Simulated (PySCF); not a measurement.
These are CAM-B3LYP-D3(BJ)/def2-TZVP (PySCF) values and carry that method's errors. Isolated molecules, 0 K electronic values unless said otherwise. One relaxed conformer stands for a flexible species; it need not be the lowest. Excitations are Tamm–Dancoff values on a coarser integration grid. The basis has no diffuse functions, so Rydberg states are missing or too high.

Reference species (SMILES): `[NH2][Sn]([NH2])([F])[F]` (neutral, multiplicity 1).

* **HOMO–LUMO gap**: 9.25 eV
* **brightest of the four lowest singlets (TDA)**: 7.73 eV

Changed species: `[F][Sn]([F])([F])[F]` (0 of 4 F replaced by NH2; the reference has 2 of 4 F replaced by NH2).

Problem. What does the change do to the HOMO–LUMO gap and brightest of the four lowest singlets (TDA)?

Solution. the HOMO–LUMO gap increases by 2.16 eV, to 11.41 eV; the brightest of the four lowest singlets (TDA) decreases by 0.12 eV, to 7.61 eV.
